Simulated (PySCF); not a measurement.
Mapped SMILES: `[SiH3:1][c:2]1[cH:3][cH:4][cH:5][o:6]1`. Each H is labelled by its parent atom.

Geometry: PBE0-D3(BJ)/def2-SVP; GIAO shifts from PySCF, gas phase, non-relativistic, averaged over equivalent atoms.

At B97-2/pcSseg-1 (139 basis functions, 8 s wall time on 1 thread of an Arm Neoverse V2, shared host):
```json
{"atoms": "Si1", "δ (ppm)": "-80.1"}
{"atoms": "C5", "δ (ppm)": "150.0"}
{"atoms": "C2", "δ (ppm)": "147.9"}
{"atoms": "C3", "δ (ppm)": "128.3"}
{"atoms": "C4", "δ (ppm)": "112.9"}
{"atoms": "O6", "δ (ppm)": "316.5"}
{"atoms": "H(C5)", "δ (ppm)": "7.69"}
{"atoms": "H(C3)", "δ (ppm)": "6.97"}
{"atoms": "H(C4)", "δ (ppm)": "6.48"}
{"atoms": "H(Si1)", "δ (ppm)": "4.36"}
```

Shifts are taken against calculated references (same method and geometry level): ²⁹Si (σref 357.41), ¹³C (σref 183.69), ¹H (σref 31.38) against TMS; ¹⁷O (σref 331.62) against H2O.

What do these become at PBE0/6-311+G(2d,p)?

## Answers


```tsv
atoms	δ at PBE0/6-311+G(2d,p)	change
Si1	-82.7	-2.6
C5	151.0	+1.0
C2	150.0	+2.1
C3	128.9	+0.6
C4	113.4	+0.5
O6	309.7	-6.8
H(C5)	7.86	+0.17
H(C3)	7.05	+0.08
H(C4)	6.57	+0.09
H(Si1)	4.72	+0.36
```

Referencing at the same level of theory: TMS for ²⁹Si (344.43 ppm) and ¹³C (186.44 ppm) and ¹H (31.51 ppm); ¹⁷O (326.57 ppm) against H2O.

The largest change is at O6 (aromatic ring oxygen). Cost: 206 basis functions, 20 s wall time on 1 thread of an Arm Neoverse V2, shared host. The order of the carbon signals is the same at both levels.

Unscaled 17O shifts of doubly bonded oxygen tend to come out too high, by tens of ppm or more. Experimental scales use liquid or dissolved standards, which lie at an offset from isolated H2O (liquid H2O: subtract about 36 ppm).
